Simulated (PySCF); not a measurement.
5-phenyl-1,3-thiazole (C9H7NS), SMILES c1ccc(-c2cncs2)cc1. Atoms are numbered in the order given.

```xyz
18

C     -3.4279     0.4203    -0.4829
C     -3.0067    -0.3253     0.6179
C     -1.6505    -0.5111     0.8639
C     -0.6843     0.0576     0.0181
C      0.7402    -0.1261     0.2979
C      1.3626    -0.3987     1.4969
N      2.7174    -0.5188     1.4632
C      3.1650    -0.3438     0.2584
S      1.9550    -0.0209    -0.9331
C     -1.1212     0.8053    -1.0864
C     -2.4786     0.9814    -1.3356
H     -4.4936     0.5603    -0.6774
H     -3.7426    -0.7778     1.2868
H     -1.3327    -1.1218     1.7114
H      0.8368    -0.4953     2.4484
H      4.2202    -0.3914    -0.0207
H     -0.3846     1.2660    -1.7499
H     -2.7967     1.5682    -2.2004
```

Geometry optimised at PBE0-D3(BJ)/def2-SVP. The values are those of a single conformer.

Computed with PySCF with SMD-PBE0/6-31G*.

Solvation free energies are E(SMD) − E(gas) at the gas-phase geometry, for 1 M in both phases. In vacuum the dipole moment is 1.86 D.

```
solvent         ΔG(solv) (kcal/mol)  its non-electrostatic (CDS) part  dipole (D)
--------------  -------------------  --------------------------------  ----------
water                          -5.2                               2.5        2.35
benzene                        -7.4                              -4.2        2.10
ethylethanoate                 -8.1                              -2.3        2.25
```
